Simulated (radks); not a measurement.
Q: Neutral zinc, 30 electrons, occupied as [Ar] 3d10 4s2. All-electron calculation, Dirac Kohn-Sham, PW91, spin-unpolarised, spherical densities, finite nucleus; Fermi nuclear charge, rms radius 3.9283 fm. Program: a radial shooting solver on a logarithmic mesh with Libxc functionals. Some entries of the table are withheld. Estimate them.

| orbital | occ. | eigenvalue (hartree) | <r^2> (bohr^2) |
|---|---|---|---|
| 1s1/2 | 2 | -350.0372 | 0.003405 |
| 2s1/2 | 2 | -42.56130 | (1) |
| 2p1/2 | 2 | -37.48932 | 0.04716 |
| 2p3/2 | 4 | -36.61139 | 0.04868 |
| 3s1/2 | 2 | -4.74787 | (2) |
| 3p1/2 | 2 | -3.14218 | (3) |
| 3p3/2 | 4 | -3.02935 | (4) |
| 3d3/2 | 4 | -0.38365 | 1.118 |
| 3d5/2 | 6 | -0.37052 | 1.142 |
| 4s1/2 | 2 | -0.22217 | 8.261 |

A: 
(1) 2s1/2 <r^2> (bohr^2): 0.06031
(2) 3s1/2 <r^2> (bohr^2): 0.5361
(3) 3p1/2 <r^2> (bohr^2): 0.5893
(4) 3p3/2 <r^2> (bohr^2): 0.6076
